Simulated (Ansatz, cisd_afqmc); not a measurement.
Species: P, charge -1, triplet.

Total energies in aug-cc-pV(Q+d)Z, 6 correlated electrons, 5 frozen orbitals. UHF or UKS for unpaired electrons; spin-orbit terms are left out. Correlated methods leave the cores frozen. No relativity. AFQMC/CISD: phaseless, guided by CISD from CCSD amplitudes; bars are statistical, one sigma. Outlying blocks are dropped, and bars are widened where a walk drifts. Over all cases where full CI ran beside it in this data, AFQMC minus full CI had a median of +0.1 mEh and passed +0.4 mEh in a tenth of the cases.

```tsv
method	program	energy (Eh)	minus CCSDT(Q) (mEh)
HF	Ansatz	-340.70688	148.48
MP2	Ansatz	-340.82827	27.09
CCSD	Ansatz	-340.84660	8.76
CCSD(T)	Ansatz	-340.85394	1.43
CCSDT(Q)	Ansatz	-340.85537	0.00
AFQMC/CISD	cisd_afqmc	-340.8547 ± 0.0002	0.7 ± 0.2
```

Ansatz is a quantum-chemistry and plane-wave program.
